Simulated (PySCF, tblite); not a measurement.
Isomers of C7H14O2Si, one GFN2-xTB conformer each. Single-point energies are computed at PBE0/pcSseg-1 (PySCF, gas phase, no added dispersion term), electronic only.

```tsv
SMILES	GFN2-xTB relative energy (kcal/mol)
CCC[Si@@H]1CC[C@H]1OC=O	91.8
C1CCC([C@@H]2CO[SiH2]O2)C1	0.0
CCC[Si@@H]1CC[C@@H]1OC=O	93.5
CC(=O)[C@@H]1C[Si@H](C)O[C@@H]1C	53.0
CO[Si@@H]1CC[C@@H](CC=O)C1	65.6
CO[Si@@H]1CC[C@H](CC=O)C1	65.6
COCC(=O)/C=C/[SiH](C)C	122.8
C=CC(=C)C[Si](O)(O)CC	60.8
```

Conformers: `[CH3:1][CH2:2][CH2:3][Si@@H:4]1[CH2:5][CH2:6][C@H:7]1[O:8][CH:9]=[O:10]` with C1–C2–C3–Si4 -178°, C2–C3–Si4–C5 -69°, C6–C7–O8–C9 133°, C7–O8–C9–O10 0°, C3–Si4–C5–C6 -129°, Si4–C5–C6–C7 20°, C5–C6–C7–O8 -140°, C3–Si4–C7–C6 131°; `[CH2:1]1[CH2:2][CH2:3][CH:4]([C@@H:5]2[CH2:6][O:7][SiH2:8][O:9]2)[CH2:10]1` with C3–C4–C5–C6 60°, C10–C1–C2–C3 -42°, C1–C2–C3–C4 29°, C2–C3–C4–C5 118°, C4–C5–C6–O7 -113°; `[CH3:1][CH2:2][CH2:3][Si@@H:4]1[CH2:5][CH2:6][C@@H:7]1[O:8][CH:9]=[O:10]` with C1–C2–C3–Si4 179°, C2–C3–Si4–C5 52°, C6–C7–O8–C9 -142°, C7–O8–C9–O10 0°, C3–Si4–C5–C6 -103°, Si4–C5–C6–C7 -18°, C5–C6–C7–O8 140°, C3–Si4–C7–C6 90°; `[CH3:1][C:2](=[O:3])[C@@H:4]1[CH2:5][Si@H:6]([CH3:7])[O:8][C@@H:9]1[CH3:10]` with C1–C2–C4–C5 -137°, C2–C4–C5–Si6 -85°, C4–C5–Si6–C7 104°, C5–Si6–O8–C9 -8°, Si6–O8–C9–C10 155°; `[CH3:1][O:2][Si@@H:3]1[CH2:4][CH2:5][C@@H:6]([CH2:7][CH:8]=[O:9])[CH2:10]1` with C1–O2–Si3–C4 -79°, C5–C6–C7–C8 -59°, C6–C7–C8–O9 130°, O2–Si3–C4–C5 -101°, Si3–C4–C5–C6 -34°, C4–C5–C6–C7 -71°, C5–C6–C10–Si3 -40°; `[CH3:1][O:2][Si@@H:3]1[CH2:4][CH2:5][C@H:6]([CH2:7][CH:8]=[O:9])[CH2:10]1` with C1–O2–Si3–C4 -177°, C5–C6–C7–C8 61°, C6–C7–C8–O9 -135°, O2–Si3–C4–C5 -132°, Si3–C4–C5–C6 37°, C4–C5–C6–C7 70°, C5–C6–C10–Si3 37°; `[CH3:1][O:2][CH2:3][C:4](=[O:5])/[CH:6]=[CH:7]/[SiH:8]([CH3:9])[CH3:10]` with C1–O2–C3–C4 70°, O2–C3–C4–O5 -149°, C3–C4–C6–C7 -174°, C6–C7–Si8–C9 121°; `[CH2:1]=[CH:2][C:3](=[CH2:4])[CH2:5][Si:6]([OH:7])([OH:8])[CH2:9][CH3:10]` with C1–C2–C3–C4 180°, C2–C3–C5–Si6 -80°, C3–C5–Si6–O7 65°, C5–Si6–O7–H -55°, C5–Si6–O8–H -148°.

Task: What does PBE0/pcSseg-1 give for the same structures?

Result: 
| SMILES | PBE0/pcSseg-1 E (Eh) | PBE0/pcSseg-1 (kcal/mol) | GFN2-xTB (kcal/mol) | point group |
| --- | --- | --- | --- | --- |
| C=CC(=C)C[Si](O)(O)CC | -714.50806 | 0.0 | 60.8 | C1 |
| C1CCC([C@@H]2CO[SiH2]O2)C1 | -714.49864 | 5.9 | 0.0 | C1 |
| CC(=O)[C@@H]1C[Si@H](C)O[C@@H]1C | -714.49353 | 9.1 | 53.0 | C1 |
| CO[Si@@H]1CC[C@H](CC=O)C1 | -714.46670 | 26.0 | 65.6 | C1 |
| CO[Si@@H]1CC[C@@H](CC=O)C1 | -714.46640 | 26.1 | 65.6 | C1 |
| CCC[Si@@H]1CC[C@H]1OC=O | -714.43218 | 47.6 | 91.8 | C1 |
| CCC[Si@@H]1CC[C@@H]1OC=O | -714.43216 | 47.6 | 93.5 | C1 |
| COCC(=O)/C=C/[SiH](C)C | -714.41752 | 56.8 | 122.8 | C1 |

GFN2-xTB puts C1CCC([C@@H]2CO[SiH2]O2)C1 lowest instead; measured from each level's own lowest isomer, the values differ by up to 66.0 kcal/mol (COCC(=O)/C=C/[SiH](C)C: 122.8 against 56.8). As drawn, the lowest has an O–H bond and an Si–O bond, which the highest lacks; the highest has a C=O bond, which the lowest lacks. Neighbours under 2.5 kcal/mol apart (CO[Si@@H]1CC[C@H](CC=O)C1 and CO[Si@@H]1CC[C@@H](CC=O)C1; CCC[Si@@H]1CC[C@H]1OC=O and CCC[Si@@H]1CC[C@@H]1OC=O) can change places with a better method, another conformer or zero-point energy. CO[Si@@H]1CC[C@H](CC=O)C1 and CO[Si@@H]1CC[C@@H](CC=O)C1 are stereoisomers, 0.1 kcal/mol apart in the conformers taken. CCC[Si@@H]1CC[C@H]1OC=O and CCC[Si@@H]1CC[C@@H]1OC=O are stereoisomers, 0.0 kcal/mol apart in the conformers taken.

Task: Which frontier levels, dipoles and rotational constants go with these structures?

Result: 
| SMILES | HOMO (eV, PBE0/pcSseg-1) | LUMO (eV) | dipole (D) | A, B, C (MHz) |
| --- | --- | --- | --- | --- |
| C=CC(=C)C[Si](O)(O)CC | -6.65 | -0.97 | 1.34 | 1355, 896.8, 752.2 |
| C1CCC([C@@H]2CO[SiH2]O2)C1 | -7.77 | 0.63 | 0.93 | 2347, 773.1, 743.7 |
| CC(=O)[C@@H]1C[Si@H](C)O[C@@H]1C | -7.14 | -0.50 | 3.06 | 1669, 987.0, 821.9 |
| CO[Si@@H]1CC[C@H](CC=O)C1 | -7.22 | -0.54 | 3.75 | 1770, 682.7, 613.2 |
| CO[Si@@H]1CC[C@@H](CC=O)C1 | -7.29 | -0.59 | 2.71 | 2902, 545.8, 521.9 |
| CCC[Si@@H]1CC[C@H]1OC=O | -7.35 | 0.03 | 0.99 | 1831, 691.4, 541.2 |
| CCC[Si@@H]1CC[C@@H]1OC=O | -7.37 | 0.00 | 1.25 | 1342, 980.3, 763.7 |
| COCC(=O)/C=C/[SiH](C)C | -7.02 | -1.94 | 2.02 | 1899, 465.2, 423.3 |

Task: What happens when harmonic zero-point energies from GFN2-xTB frequencies are added?

Result: 
| SMILES | ZPE (kcal/mol) | electronic (kcal/mol) | with ZPE (kcal/mol) |
| --- | --- | --- | --- |
| C=CC(=C)C[Si](O)(O)CC | 122.2 | 0.0 | 0.0 |
| C1CCC([C@@H]2CO[SiH2]O2)C1 | 126.0 | 5.9 | 9.7 |
| CC(=O)[C@@H]1C[Si@H](C)O[C@@H]1C | 123.4 | 9.1 | 10.2 |
| CO[Si@@H]1CC[C@H](CC=O)C1 | 123.7 | 26.0 | 27.4 |
| CO[Si@@H]1CC[C@@H](CC=O)C1 | 123.7 | 26.1 | 27.6 |
| CCC[Si@@H]1CC[C@H]1OC=O | 124.1 | 47.6 | 49.5 |
| CCC[Si@@H]1CC[C@@H]1OC=O | 124.0 | 47.6 | 49.4 |
| COCC(=O)/C=C/[SiH](C)C | 119.9 | 56.8 | 54.5 |

The zero-point energies span 6.1 kcal/mol. The lowest isomer stays, but the order above it changes.
